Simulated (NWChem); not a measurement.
# GeHCl, singlet; SMILES [Cl][GeH]

```xyz
3

Ge    -0.0173    -0.7563     0.0000
H      1.5796    -0.8696     0.0000
Cl    -0.0028     1.4254     0.0000
```
Atoms are numbered in this order, from 1.

Computed with NWChem. Pople sets run with spherical d functions. Low-valent species are run as closed-shell singlets; no triplet was tried in these runs. The geometry was optimised at PBE0-D3(BJ)/def2-TZVP. B3LYP is NWChem's, with the RPA form of VWN correlation. Vzz is the largest principal value of the second derivative of the potential at the nucleus (NWChem prints the opposite sign); η is the asymmetry. Non-relativistic.

Q: What does the run give for B3LYP/6-31G*? Quantities: Vzz Ge1 (a.u.); η Ge1; Vzz Cl3 (a.u.); η Cl3.

A: 
- Vzz Ge1 (a.u.): 3.364
- η Ge1: 0.98
- Vzz Cl3 (a.u.): -1.590
- η Cl3: 0.92
